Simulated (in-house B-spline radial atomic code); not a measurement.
Configurations of Pb⁴⁺, with energies counted from [Xe] 4f14 5d10. Level of theory: Dirac-Hartree-Fock, average of configuration, Fermi nucleus of rms radius 5.5012 fm; calculated with a radial B-spline atomic code at the basis-set limit. Energies include first-order Breit, QED and recoil terms.

Occupations are held fixed; configurations that lie above the ionisation limit could autoionise.

| configuration | E - E(ref) (eV) | highest orbital | its <r> (bohr) |
| --- | --- | --- | --- |
| [Xe] 4f14 (5d3/2)3 (5d5/2)6 6s1 | 16.958 | 6s1/2 | 2.033 |
| [Xe] 4f14 (5d3/2)4 (5d5/2)5 (5f5/2)1 | 43.567 | 5f5/2 | 2.861 |
| [Xe] 4f14 (5d3/2)4 (5d5/2)5 (6g7/2)1 | 57.78 | 6g7/2 | 8.724 |
| [Xe] 4f14 (5d3/2)3 (5d5/2)6 (9d5/2)1 | 62.202 | 9d5/2 | 12.67 |
| [Xe] (4f5/2)6 (4f7/2)7 5d10 (7g7/2)1 | 180.13 | 7g7/2 | 12.6 |
| [Kr] (4d3/2)4 (4d5/2)5 4f14 5s2 5p6 5d10 (6g9/2)1 | 457.72 | 6g9/2 | 8.723 |
| [Kr] (4d3/2)4 (4d5/2)5 4f14 5s2 5p6 5d10 (9p3/2)1 | 457.77 | 9p3/2 | 10.68 |

(1) Order these further configurations by energy, lowest first.
A. [Xe] (4f5/2)5 (4f7/2)8 5d10 7s1
B. [Xe] 4f14 (5d3/2)3 (5d5/2)6 9s1
C. [Kr] 4d10 4f14 5s2 (5p1/2)2 (5p3/2)3 5d10 7s1
D. [Kr] 4d10 4f14 5s2 (5p1/2)2 (5p3/2)3 5d10 (8d3/2)1
E. [Xe] 4f14 (5d3/2)4 (5d5/2)5 (6f7/2)1

(2) How far above the reference does [Kr] (4d3/2)3 (4d5/2)6 4f14 5s2 5p6 5d10 (9g7/2)1 lie?

(3) How far above the reference does [Xe] 4f14 (5d3/2)4 (5d5/2)5 8s1 lie?

Answers

(1) E (52.243 eV), B (59.24 eV), C (110.14 eV), D (125.47 eV), A (165.61 eV).

(2) 485.42 eV; its least bound orbital is 9g7/2 with <r> = 22.16 bohr.

(3) 51.388 eV; its least bound orbital is 8s1/2 with <r> = 6.49 bohr.
